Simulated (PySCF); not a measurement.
Compound: CH7FInN.
Atom-mapped SMILES: `[NH3+:1][InH2-:2][CH2:3][F:4]` (hydrogens: H5, H6, H7 on N1; H8, H9 on In2; H10, H11 on C3)

Method: PBE0-D3(BJ)/def2-SVP geometry optimisation, gas phase, def2 core potentials past Kr (PySCF); density fitting, grid level 1; the optimiser is geomeTRIC in internal coordinates, started from a GFN2-xTB structure with every atom displaced at random (about 0.01 Å).

Step 8: E = -10521.5047 eV
```
atom  x, y, z in Å  |  force x, y, z in eV/Å
N1      1.4353   -0.6823   -0.5255   -0.027   0.029   0.145
In2     0.1109    1.2529   -0.1659   -0.013  -0.077  -0.018
C3     -1.6135   -0.0881   -0.6170   -0.010  -0.059  -0.068
F4     -1.2447   -1.4054   -0.2700    0.046   0.013   0.023
H5      2.2378   -0.8540    0.0804   -0.082   0.028  -0.070
H6      0.7115   -1.3864   -0.3392    0.058   0.017  -0.069
H7      1.7322   -0.7739   -1.4947    0.040  -0.047  -0.002
H8      0.6980    2.3287   -1.3990   -0.007   0.004  -0.002
H9      0.3853    1.5358    1.5293    0.032  -0.005  -0.013
H10    -1.9139   -0.1144   -1.6817    0.007   0.073   0.135
H11    -2.5004    0.1615   -0.0129   -0.043   0.022  -0.061
```

Step 9: E = -10521.5089 eV
```
atom  x, y, z in Å  |  force x, y, z in eV/Å
N1      1.4342   -0.6818   -0.5373   -0.060   0.064   0.091
In2     0.1095    1.2482   -0.1668   -0.001  -0.032  -0.023
C3     -1.6145   -0.0925   -0.6071    0.002  -0.043   0.002
F4     -1.2505   -1.4038   -0.2294    0.024   0.051  -0.019
H5      2.1961   -0.8718    0.1118   -0.040   0.001  -0.037
H6      0.6935   -1.3803   -0.4072    0.059  -0.020  -0.023
H7      1.7890   -0.7529   -1.4882    0.036  -0.041  -0.012
H8      0.6836    2.3332   -1.3991   -0.010  -0.005  -0.007
H9      0.4079    1.5382    1.5223    0.025  -0.015   0.001
H10    -1.9006   -0.1339   -1.6732   -0.004   0.038   0.068
H11    -2.5098    0.1718   -0.0220   -0.031   0.003  -0.042
```

**Question.** Estimate the geometry and energy of step 10. (The exact step hangs on the optimiser's Hessian estimate; all steps are aligned on step 9, rigid shifts and turns removed.)

**Answer.** E = -10521.5125 eV, largest force 0.085 eV/Å
```
atom  x, y, z in Å  |  force x, y, z in eV/Å
N1      1.4339   -0.6829   -0.5374   -0.040   0.074   0.004
In2     0.1028    1.2388   -0.1684    0.024   0.038  -0.015
C3     -1.6248   -0.0899   -0.6037    0.017  -0.008   0.052
F4     -1.2526   -1.4014   -0.2397   -0.031   0.028  -0.019
H5      2.1801   -0.8527    0.1325    0.023  -0.023   0.020
H6      0.7064   -1.3951   -0.4208    0.002  -0.033  -0.002
H7      1.8183   -0.7597   -1.4767    0.022  -0.017  -0.005
H8      0.6636    2.3312   -1.4018   -0.009  -0.010  -0.012
H9      0.4449    1.5327    1.5125    0.006  -0.025   0.005
H10    -1.9083   -0.1154   -1.6681   -0.009  -0.004  -0.032
H11    -2.5258    0.1689   -0.0247   -0.004  -0.022   0.005
```

The energy changes by -0.0035 eV. The first-order estimate −F·Δx gives -0.0058 eV and the mean of the old and new forces, exact on a quadratic surface, -0.0034 eV. The step makes an angle of 68° with the force vector and moves no atom by more than 0.039 Å.

What follows is the cost of the whole optimisation. On one thread, AMD EPYC 9B14 (x86_64), shared host with 30 logical CPUs at a one-minute load of 9.8, this took 71 s and 0.44 GiB of memory at its peak.
